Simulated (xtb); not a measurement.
Input file for xtb: GFN-FF on CH3FN2 (a complex), monomers drawn apart or pushed together.

```
$ xtb mol.xyz --gfnff --sp --chrg 0 --uhf 0
7

N     -0.43196087     0.02126841    -0.04456278
N      0.49950556     0.05338491    -0.61087476
C     -0.30572962    -0.78929550     4.65803084
F      0.91145968    -0.76294531     3.98559390
H     -1.10543627    -0.60512323     3.94022191
H     -0.43031670    -1.77027116     5.11823501
H     -0.29963559    -0.01254508     5.42369854
```

It printed:

```
[...]
           -------------------------------------------------
          |                Calculation Setup                |
           -------------------------------------------------



molecular fragmentation (1/2 indicates fragments):
1122222
# atoms in fragment 1/2:     2     5
 fragment masses (1/2) :       28.01       34.03
CMA distance (Bohr)    :   8.894
constraining FC (au)   :  0.0500

          ==================== Thresholds ====================
          CN  :   150.00000
          rep :   500.00000
          disp:  2500.00000
          HB1 :   250.00000
          HB2 :   450.00000

          Pauling EN used:
          Z : 1  EN :  2.20
          Z : 6  EN :  2.55
          Z : 7  EN :  3.04
          Z : 9  EN :  3.98
          electric field strengths (au): 0.000

           -------------------------------------------------
          |           Force Field Initialization            |
           -------------------------------------------------

          distances ...
          ----------------------------------------
          generating topology and atomic info file ...
          pair mat ...
          computing topology distances matrix with Floyd-Warshall algo ...
          making topology EEQ charges ...
          #fragments for EEQ constrain: 2
          ----------------------------------------
          generating topology and atomic info file ...
          pair mat ...
          computing topology distances matrix with Floyd-Warshall algo ...
          making topology EEQ charges ...
          rings ...
          # BATM   0
          # H in HB   3
          doing iterative Hueckel for 1 subsystem(s) ...

  atom   neighbors  erfCN metchar sp-hybrid imet pi  qest     coordinates
    1  N       1    0.98   0.00         1    0    1   0.000   -0.816288    0.040191   -0.084211
    2  N       1    0.98   0.00         1    0    1   0.000    0.943929    0.100883   -1.154386
    3  C       4    3.49   0.00         3    0    0   0.037   -0.577745   -1.491552    8.802403
    4  F       1    0.98   0.00         0    0    0  -0.274    1.722409   -1.441758    7.531681
    5  H       1    0.97   0.00         0    0    0   0.079   -2.088972   -1.143517    7.445940
    6  H       1    0.97   0.00         0    0    0   0.079   -0.813181   -3.345328    9.672062
    7  H       1    0.97   0.00         0    0    0   0.079   -0.566229   -0.023707   10.249305

          #atoms :   7
          #bonds :   5
          #angl  :   6
          #tors  :   0
          #nmol  :   2
          #optfrag :   2
           -------------------------------------------------
          |                   G F N - F F                   |
          |          A general generic force-field          |
          |                  Version 1.0.3                  |
           -------------------------------------------------
          Number of HB bonds (bound hydrogen)     54
          Number of HB bonds (unbound hydrogen)   0
          Number of XB bonds                      0

 E+G (total)                   0 d,  0 h,  0 min,  0.000 sec
 distance/D3 list               ...        0 min,  0.000 sec (  1.342%)
 non bonded repulsion           ...        0 min,  0.000 sec ( 18.278%)
 dCN                            ...        0 min,  0.000 sec (  3.007%)
 EEQ energy and q               ...        0 min,  0.000 sec ( 13.034%)
 D3                             ...        0 min,  0.000 sec ( 13.805%)
 EEQ gradient                   ...        0 min,  0.000 sec (  9.008%)
 bonds                          ...        0 min,  0.000 sec (  9.170%)
 bend and torsion               ...        0 min,  0.000 sec (  5.852%)
Note: The following floating-point exceptions are signalling: IEEE_UNDERFLOW_FLAG IEEE_DENORMAL
normal termination of xtb
 bonded ATM                     ...        0 min,  0.000 sec (  0.870%)
 HB/XB (incl list setup)        ...        0 min,  0.000 sec ( 14.463%)

         :::::::::::::::::::::::::::::::::::::::::::::::::::::
         ::                     SUMMARY                     ::
         :::::::::::::::::::::::::::::::::::::::::::::::::::::
         :: total energy              -1.044324484293 Eh    ::
         :: gradient norm              0.097554217495 Eh/a0 ::
         ::.................................................::
         :: bond energy               -1.077071249418 Eh    ::
         :: angle energy               0.000151433590 Eh    ::
         :: torsion energy             0.000000000000 Eh    ::
         :: repulsion energy           0.057374287582 Eh    ::
         :: electrostat energy        -0.023699623859 Eh    ::
         :: dispersion energy         -0.001079332188 Eh    ::
         :: HB energy                  0.000000000000 Eh    ::
         :: XB energy                  0.000000000000 Eh    ::
         :: bonded atm energy          0.000000000000 Eh    ::
         :: external energy            0.000000000000 Eh    ::
         :: add. restraining           0.000000000000 Eh    ::
         :: total charge               0.000000000000 e     ::
         :::::::::::::::::::::::::::::::::::::::::::::::::::::

           -------------------------------------------------
          |                Property Printout                |
           -------------------------------------------------

molecular dipole:
                 x           y           z       tot (Debye)
 q only:       -0.773      -0.017       0.427       2.245

           -------------------------------------------------
          | TOTAL ENERGY               -1.044324484293 Eh   |
          | GRADIENT NORM               0.097554217495 Eh/α |
           -------------------------------------------------
########################################################################
[WARNING] Runtime exception occurred
-1- gfnff_setup: Could not read topology file.
########################################################################

------------------------------------------------------------------------
------------------------------------------------------------------------
 total:
 SCF:
```

The run finished.

Cost: roughly 0.010 core-seconds.
